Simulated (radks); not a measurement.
Co V, 23 electrons, occupied as [Ar] 3d4.75 4d0.25 (fractional occupations, a model configuration). Method: scalar-relativistic Kohn-Sham, LDA (Slater exchange, Perdew-Wang correlation), spin-polarised, spherical densities, point nucleus; open shells are filled with parallel spins first; computed with a radial shooting solver on a logarithmic mesh with Libxc functionals. Some entries of the table are withheld. Estimate them.

orbital  occ.  eigenvalue (hartree)  <1/r> (bohr^-1)  <r> (bohr)
1s up       1             -280.8420            26.99     0.05629
1s down     1             -280.8409            26.99     0.05628
2s up       1             -35.46470            5.795      0.2563
2s down     1             -35.34402            5.808      0.2557
2p up       3             -30.75743            5.695      0.2255
2p down     3             -30.66442            5.706      0.2249
3s up       1              -6.15775            1.874      0.7582
3s down     1              -5.93041            1.861      0.7626
3p up       3              -4.79928            1.748      0.7868
3p down     3              -4.57692            1.731      0.7936
3d up    4.75              -2.62399            1.478      0.8585
3d down     0              -2.40683            1.450      0.8822
4s up       0              -1.74852           0.6791       1.980
4s down     0              -1.66141           0.6615       2.025
4p up       0                   (1)           0.6043       2.209
4p down     0                   (2)           0.5856       2.272
4d up    0.25                   (3)              (4)       2.806
4d down     0                   (5)              (6)       2.930

Answer. 
(1) 4p up eigenvalue (hartree): -1.41743
(2) 4p down eigenvalue (hartree): -1.34203
(3) 4d up eigenvalue (hartree): -0.94688
(4) 4d up <1/r> (bohr^-1): 0.4745
(5) 4d down eigenvalue (hartree): -0.89122
(6) 4d down <1/r> (bohr^-1): 0.4560
